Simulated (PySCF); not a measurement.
Coordinates in bohr (charge 1 multiplicity 3):
```
Ir    0.5857    0.0000    0.0000
N    -2.9990    0.0000    0.0000
N    -5.0713    0.0000    0.0000
```

All numbers come from PySCF, UPBE0, basis Ir def2-TZVP with ECP60, N def2-TZVP (scalar-relativistic core potentials, no spin–orbit coupling, density fitting).

This geometry of [IrN2]+ is a stationary point at this level.

What is the point group?

C∞v.

Is it a minimum?

Yes: all harmonic wavenumbers are real.

List the harmonic modes with their infrared intensities.


```
symmetry  ω (cm⁻¹)  IR (km/mol, summed over degenerate members)
       π       339                                          2.4
      σ+       450                                         14.8
      σ+      2403                                         45.0
```

What are the dipole moment and the gap between the highest occupied and lowest empty levels of either spin?

0.45 D about the centre of mass and 3.70 eV.

In C∞v the vibrations span π + 2σ+.

Only a few start shapes were tried, so a lower isomer may exist. Open d and f shells are described by one determinant, and the ground state may have another occupation or spin. No spin–orbit coupling is included, which matters more the heavier the element.
